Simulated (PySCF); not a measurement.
Computed shifts of a molecule C3H4BrF, PBE/pcSseg-1 (PySCF), GIAO, gas phase, atoms alike by connectivity averaged where their shifts nearly agree, in ppm (number of nuclei): ¹⁹F: -243.4 (1). ¹³C: 80.9 (1), 34.5 (1), 22.6 (1). ¹H: 4.63 (1), 3.14 (1), 1.70 (1), 1.16 (1). References: ¹⁹F against CFCl3 (σ = 133.6 ppm); ¹³C against TMS (σ = 182.0 ppm); ¹H against TMS (σ = 31.49 ppm), references at their B3LYP-D3(BJ)/def2-TZVP geometries, non-relativistic (without spin–orbit terms, shifts of atoms bonded to Cl or Br come out too high). The structure is a stationary point at PBE0-D3(BJ)/def2-SVP. One conformer was computed; it need not be the lowest.

### Question
Which molecule gave these data?
A. C/C=C(\F)Br
B. C/C(F)=C\Br
C. F[C@@H]1C[C@H]1Br
D. FC1(Br)CC1

### Answer
C, F[C@@H]1C[C@H]1Br
